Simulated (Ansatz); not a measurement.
Input file for Ansatz (a quantum-chemistry and plane-wave program): R-CCSD(T)/def2-TZVPP on FH5N2Sn (SMILES [NH2][SnH]([NH2])[F]), a point of a torsion scan. Elements past Kr take the def2 small-core potentials; no spin–orbit coupling. The run froze 12 orbitals, filled d shells among them.

Ansatz 0.2 input:
```yaml
crystal:
  periodic: [false, false, false]
  atoms:
    - {symbol: N, position_ang: [-1.63779698, -0.46931545, 0.49168091]}
    - {symbol: Sn, position_ang: [-0.16550553, 0.80217213, -0.00746424]}
    - {symbol: N, position_ang: [1.01865674, 0.92546187, 1.59458678]}
    - {symbol: F, position_ang: [0.97976136, -0.22268739, -1.18911333]}
    - {symbol: H, position_ang: [-1.48685604, -1.36398605, 0.03859281]}
    - {symbol: H, position_ang: [-2.56549612, -0.16553760, 0.21964262]}
    - {symbol: H, position_ang: [-0.53437992, 2.16252505, -0.97081975]}
    - {symbol: H, position_ang: [0.58100046, 1.33830566, 2.40765027]}
    - {symbol: H, position_ang: [1.89539629, 1.40526470, 1.43512864]}
basis:
  gaussian:
    orbitals: def2-TZVPP
magnetization: {spin_polarized: false}
correlation: {method: ccsd_t, electrons: outside_noble_gas}
scf: {lower_state_search: off}
```

Q: What total energy does the run end on?

A: -425.5847 hartree (reference determinant -424.7341, T1 diagnostic 0.012).

Q: How many basis functions does it have, and what does it roughly cost on one machine?

A: 213 functions; roughly 2.6 core-minutes.
